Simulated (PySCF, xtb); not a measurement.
CH8N2Si2, SMILES N[Si@H]1NC[SiH2]1. Other conformers were not sampled.

Harmonic wavenumbers (cm⁻¹) from GFN2-xTB (xtb 6.7.1) at its own minimum, in rising order: 103, 128, 183, 213, 342, 415, 446, 456, 483, 512, 536, 626, 688, 707, 765, 791, 805, 821, 924, 1068, 1138, 1165, 1326, 1503, 1527, 2152, 2185, 2200, 2878, 2923, 3439, 3479, 3517.

Task: What does PBE0-D3(BJ)/def2-SVP in PySCF give at its own minimum? (The exact figures need the calculation; the answer reports its results.)

Result: 100, 141, 209, 287, 350, 409, 429, 453, 520, 576, 660, 709, 721, 745, 820, 850, 889, 932, 955, 1077, 1171, 1179, 1342, 1481, 1534, 2183, 2207, 2216, 3018, 3066, 3612, 3624, 3731. Paired by order, the mean absolute difference is 56 cm⁻¹ and the zero-point energies are 57.8 and 60.3 kcal/mol.
